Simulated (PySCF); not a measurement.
# How methods differ on the ionisation energy of Er⁴⁸⁺

Er⁴⁸⁺ [Ar] 3d2 (3F) → Er⁴⁹⁺ [Ar] 3d1 (2D), as a difference of total energies. All numbers are calculated (PySCF 2.14, the spin-free X2C one-electron Hamiltonian (Gaussian nucleus), in an even-tempered Gaussian basis (17 s from 11 bohr⁻², ratio 2.5; 12 p from 14 bohr⁻², ratio 2.5; 7 d from 14 bohr⁻², ratio 2.5; 4 f from 49 bohr⁻², ratio 2.7; 3 g from 74 bohr⁻², ratio 2.7)). Correlated levels: outer shells: [Ne] frozen; virtual orbitals above 40 to 60 times the deepest correlated orbital energy dropped. The calculations carry no spin-orbit coupling.

```tsv
method	ionisation energy (eV)
UHF	4145.8
MP2 (outer shells)	4145.4
SCS-MP2 (outer shells)	4145.3
CCSD (outer shells)	4145.2
CCSD(T) (outer shells)	4145.2
```

Spin-orbit coupling is strong in these open shells (close to jj coupling). The scalar numbers leave it out and a first-order estimate fails, so it can dominate the gap to the real levels.

Breit and QED terms and the two-electron picture change are absent.

For comparison: 4170 ± 4 eV (theoretical estimate listed by NIST; NIST Atomic Spectra Database, ionization energies).
